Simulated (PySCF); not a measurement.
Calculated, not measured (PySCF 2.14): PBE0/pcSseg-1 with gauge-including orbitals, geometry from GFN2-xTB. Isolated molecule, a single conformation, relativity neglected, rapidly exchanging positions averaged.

Scale: TMS for $^{1}$H (σref 31.72), $^{13}$C (σref 186.93) (reference shieldings calculated alike). Acid and N–H amide carbonyl carbons lie up to 10 ppm further downfield in solution (hydrogen bonding). Shifts are as computed. Against solution values, carbons near 30 ppm lie about +3 ppm off and those near 130 ppm about +5 ppm. Of 1211 compounds with measured shifts, 218 miss one by over three times the rms of a fit or turn the order of signals round; such compounds aren't used in these exercises. OH and NH positions are gas-phase values without hydrogen bonding to other molecules.

(1) Order these molecules by the shift of their most shielded carbon, lowest δ first.
A. C=C=C(C#CCC)C(=O)O
B. C=C/C(F)=P\C(F)=C(F)F
C. CC(C)(C)[C@H]1CC[SiH2]1
D. Cc1oc([Si](C)(C)C)cp1
E. C[C@@H]1CCC[SiH2][C@@H]1C

(2) Order these molecules by the shift of their most shielded carbon-bound hydrogen, lowest δ first.
A. C=C=C(C#CCC)C(=O)O
B. C=C/C(F)=P\C(F)=C(F)F
C. Cc1oc([Si](C)(C)C)cp1
D. CC(C)(C)[C@H]1CC[SiH2]1

(3) How many $^{13}$C and $^{1}$H signals does each give (equivalence by symmetry and fast rotation, but not about amide C–N or C=N bonds)? `C=C/C(F)=P\C(F)=C(F)F`, `C[SiH](C)n1nccc1C#N`, `C[C@@H]1CCC[SiH2][C@@H]1C`, `C=C=C(C#CCC)C(=O)O`, `CC(C)(C)[C@H]1CC[SiH2]1`, `Cc1oc([Si](C)(C)C)cp1`

Answers

(1) D (-0.6 ppm, methyl carbon bonded to Si), C (3.6 ppm, sp3 CH2 bonded to Si), E (10.5 ppm, sp3 CH2 bonded to Si), A (16.1 ppm, methyl carbon), B (127.0 ppm, terminal =CH2 carbon).

(2) C (0.28 ppm, hydrogen on a methyl carbon bonded to Si), D (0.90 ppm, hydrogen on a methyl carbon), A (1.32 ppm, hydrogen on a methyl carbon), B (5.82 ppm, hydrogen on a terminal =CH2 carbon).

(3) C=C/C(F)=P\C(F)=C(F)F: 5 C, 3 H; C[SiH](C)n1nccc1C#N: 5 C, 4 H; C[C@@H]1CCC[SiH2][C@@H]1C: 7 C, 12 H; C=C=C(C#CCC)C(=O)O: 8 C, 4 H; CC(C)(C)[C@H]1CC[SiH2]1: 5 C, 8 H; Cc1oc([Si](C)(C)C)cp1: 5 C, 3 H.
